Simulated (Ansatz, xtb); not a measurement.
**Isomers of C7H10O in order of energy**

9 gas-phase structures of C7H10O, from a drawn sample of its isomers (lower ones may exist). Each was relaxed with GFN2-xTB; where two conformers were screened, the lower at r2SCAN-D4/def2-SVP is listed:

A. `C/C=C1\C[C@@H]1C(C)=O`, a singlet
B. `C/C=C1/C[C@@H]1C(C)=O`, a singlet
C. `C/C=C1\C\C1=C(/C)O`, a singlet
D. `C/C=C1/C/C1=C(/C)O`, a singlet
E. `C=C(O)C1=C[C@@H]1CC`, a singlet
F. `C=C(O)C1=C(CC)C1`, a singlet
G. `C=C(O)[C@@H]1C/C1=C\C`, a singlet
H. `C/C=C1/C/C1=C(\C)O`, a singlet
I. `C=C(O)[C@@H]1C/C1=C/C`, a singlet

Question: Estimate their order in r2SCAN-D4/def2-SVP energy at these geometries, lowest first.

Answer: Calculated order at r2SCAN-D4/def2-SVP: B (0.000), A (0.009), I (0.659), G (0.669), D (0.718), C (0.723), H (0.840), F (1.064), E (1.276) eV. Less than 1 kcal/mol parts B and A; I and G; D and C, so the order within those pairs means little.

Energies above the lowest of each column, in eV; the last columns are at B3LYP/def2-SVP geometries and were run for some of them only (a dash: not run or not comparable):

```csv
structure,GFN2-xTB,HF/STO-3G,r2SCAN-D4/def2-SVP,B3LYP/def2-SVP,CCSD(T)/def2-SVP + ΔMP2/def2-TZVPP
B,0.000,0.008,0.000,0.002,0.000
A,0.004,0.000,0.009,0.000,0.006
I,0.536,0.955,0.659,0.663,0.539
G,0.545,0.954,0.669,0.660,0.547
D,0.560,0.909,0.718,0.724,0.770
C,0.536,0.886,0.723,–,–
H,0.627,1.011,0.840,–,–
F,1.125,1.410,1.064,–,–
E,1.306,1.624,1.276,–,–
```

Every level run on B puts it lowest or level with the lowest. Some further structures that were screened fall inside this span and aren't listed. Flexible structures stand in one conformer each, not always the lowest. Frequencies (GFN2-xTB) were run for A, B, D, G, I alone. The ΔMP2 step shifts differences by up to 0.173 eV, which makes them less sure. ΔMP2 is the change of the MP2 energy from the smaller to the larger basis.

Over these structures GFN2-xTB departs from r2SCAN-D4/def2-SVP by 0.090 eV on average once a common shift is removed. A GFN2-xTB relaxation took about 0.12 s and the r2SCAN-D4/def2-SVP energy about 2.1 s on a shared host (Ansatz 0.2.0, xtb 6.7.1).
